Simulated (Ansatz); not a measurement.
Z-matrix (Å, degrees):
```
Al
C 1 2.537
C 1 2.536 2 30.5
C 1 1.954 2 89.8 3 149.1
F 1 1.672 2 91.9 3 -93.3
H 1 1.589 2 110.8 3 25.0
H 2 1.084 1 106.1 3 -119.1
H 2 1.085 1 91.4 3 122.1
H 3 1.084 1 105.9 2 119.3
H 3 1.085 1 91.4 2 -122.2
H 4 1.096 1 109.3 2 172.9
H 4 1.094 1 112.0 2 -68.9
H 4 1.093 1 113.1 2 53.7
```

Total charge 0; spin multiplicity 1. The bonds changed during the relaxation, so this is another structure than the one it started from.

Problem. List the ωB97M-V/def2-TZVPP orbital energies in eV (the Gaussian-basis code of Ansatz). (Estimate.)

Solution. The calculation gave: Occupied: -1531.49, -675.74, -282.80, -282.76, -280.39, -116.08, -75.73, -75.60, -75.54, -33.90, -25.56, -21.47, -20.08, -16.98, -15.51, -15.04, -13.74, -13.61, -13.38, -13.11, -13.09, -12.68, -10.85, -9.96. Lowest empty: 0.76, 2.20, 2.27, 2.82, 3.11, 3.92, 4.01, 4.61.
